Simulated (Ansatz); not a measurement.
Computed with Ansatz on PBE0-D4/def2-TZVP structures; ΔE is electronic, products minus reactants. CCSD(T)/CBS adds triple-zeta CCSD(T) − MP2 to the extrapolated MP2 energy (def2 sets, frozen cores). This one scheme is used for every species. Functionals use def2-TZVPP. B3LYP here is the variant with VWN-RPA as its local correlation; programs differ in this.

`B[Si](C)(F)[SiH3]` + H₂ → `C[SiH](F)[SiH3]` + BH₃  (hydrogenolysis of the Si–B bond)

`B[Si](C)(F)[SiH3]`:

Z-matrix (Å, degrees):
```
Si
C 1 1.870
F 1 1.616 2 107.5
B 1 1.990 2 114.7 3 126.4
Si 1 2.364 2 109.7 3 -116.3
H 2 1.092 1 110.8 3 58.0
H 2 1.093 1 110.0 3 178.0
H 2 1.093 1 111.0 3 -62.3
H 4 1.195 1 123.6 2 -135.5
H 4 1.198 1 118.6 2 50.1
H 5 1.489 1 109.8 2 61.9
H 5 1.489 1 109.4 2 -57.2
H 5 1.488 1 111.9 2 -177.3
```

H₂:

Z-matrix (Å, degrees):
```
H
H 1 0.746
```

`C[SiH](F)[SiH3]`:

Z-matrix (Å, degrees):
```
C
Si 1 1.860
H 1 1.092 2 111.3
H 1 1.094 2 110.0 3 -119.9
H 1 1.093 2 110.6 3 120.7
F 2 1.611 1 108.7 3 -62.3
Si 2 2.346 1 112.5 3 57.7
H 2 1.489 1 110.1 3 -178.9
H 7 1.487 2 111.3 1 -179.0
H 7 1.488 2 110.7 1 -57.7
H 7 1.490 2 108.9 1 61.3
```

BH₃:

Z-matrix (Å, degrees):
```
B
H 1 1.193
H 1 1.193 2 120.0
H 1 1.193 2 120.0 3 180.0
```

| level | ΔE (kJ/mol) | difference from CCSD(T)/CBS |
| --- | --- | --- |
| PBE-D4 | -17.8 | 18.1 |
| r2SCAN-D4 | -26.3 | 9.6 |
| PBE0-D4 | -27.5 | 8.4 |
| B3LYP-D4 | -34.2 | 1.7 |
| ωB97X-V | -37.9 | -2.0 |
| ωB97M-V | -38.3 | -2.4 |
| B2PLYP | -42.7 | -6.8 |
| PBE | -23.4 | 12.5 |
| r2SCAN | -27.8 | 8.1 |
| PBE0 | -32.5 | 3.4 |
| B3LYP | -43.0 | -7.1 |
| HF/def2-TZVPP | -69.6 | -33.7 |
| MP2/def2-TZVPP | -39.7 | -3.8 |
| SCS-MP2/def2-TZVPP | -46.2 | -10.3 |
| CCSD/def2-TZVPP | -43.5 | -7.6 |
| CCSD(T)/def2-TZVPP | -38.0 | -2.1 |
| HF/def2-QZVPP | -70.2 | -34.3 |
| MP2/def2-QZVPP | -38.7 | -2.8 |
| SCS-MP2/def2-QZVPP | -45.2 | -9.3 |
| HF/CBS(def2) | -70.3 | -34.4 |
| MP2/CBS(def2) | -37.6 | -1.7 |
| CCSD/CBS(def2) | -41.4 | -5.5 |
| CCSD(T)/CBS | -35.9 | 0 |

Largest T1 diagnostic among the species: 0.013.

From PBE to PBE0 (25 % exact exchange), in def2-TZVPP and without D4, ΔE moves by −9.2 kJ/mol. The D4 term adds +8.8 kJ/mol with B3LYP and +5.0 kJ/mol with PBE0; it sums over pairs of atoms, weighted by their polarisabilities, and B3LYP, whose exchange is more repulsive, gets the larger term.
